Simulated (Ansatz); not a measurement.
**C2H4ClSi (SMILES C=C[SiH]Cl): the energy to break a bond**

C2H4ClSi has 8 atoms, charge 0, and is taken as a doublet. As SMILES, `C=C[SiH]Cl`. The shape was relaxed beforehand at B3LYP/def2-SVP.

```xyz
8

C     0.6609    1.0501   -0.6639
C     0.6159   -0.0624    0.0920
Si   -0.9238   -0.6470    0.9513
Cl   -1.0201   -2.7349    0.9893
H    -0.2342    1.6457   -0.8792
H     1.5954    1.4121   -1.1073
H     1.5476   -0.6121    0.2794
H    -2.1493   -0.1087    0.2824
```

Wanted: the dissociation energy of the H6–C1 bond into doublet H and singlet C2H3ClSi (shapes relaxed at B3LYP/def2-SVP, no zero-point term). 1 Eh = 2625.50 kJ/mol = 27.2114 eV. Totals in Eh; open shells run unrestricted unless said.

| level | program | C2H4ClSi | doublet H | singlet C2H3ClSi |
| --- | --- | --- | --- | --- |
| UHF/def2-SVP | Ansatz | -826.196679 | -0.499278 | -825.596852 |
| UB3LYP/def2-SVP | Ansatz | -828.028227 | -0.501259 | -827.421939 |
| RPA@PBE/def2-SVP, 12 core orbitals frozen in the whole | Ansatz | -826.969380 | -0.512310 | -826.357927 |

Problem. Work out the dissociation energy at each level.

Solution. 
1. UHF/def2-SVP: (-0.499278) + (-825.596852) − (-826.196679) = 0.100549 Eh = 264.0 kJ/mol = 2.74 eV.
2. UB3LYP/def2-SVP: (-0.501259) + (-827.421939) − (-828.028227) = 0.105029 Eh = 275.8 kJ/mol = 2.86 eV.
3. RPA@PBE/def2-SVP: (-0.512310) + (-826.357927) − (-826.969380) = 0.099143 Eh = 260.3 kJ/mol = 2.70 eV.

The levels span 260 to 276 kJ/mol; no measured value is set beside them. A fragment with an even electron count was run as a singlet and may have a lower triplet. A bond enthalpy at 298 K also holds the loss of zero-point energy and thermal terms.
